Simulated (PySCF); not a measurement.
**Electron correlation in P (phosphorus, neutral)**

[Ne] 3s1 3p4, 3s spin antiparallel (an excited configuration). Calculation: PySCF 2.14, in x2c-QZVPPall; the spin-free X2C one-electron Hamiltonian (Gaussian nucleus). Frozen: [Ne]; 5 electrons correlated.

MP2 pair energies summed by pair of shells (mhartree):

```
 pair  energy  share (%)
3p-3p  -75.31       51.2
3s-3p  -71.74       48.8
```

Total MP2 correlation energy: -147.05 mhartree.

Same-spin part -23.40 and opposite-spin part -123.65 mhartree; SCS-MP2 scales them by 1/3 and 6/5 to -156.18 mhartree.
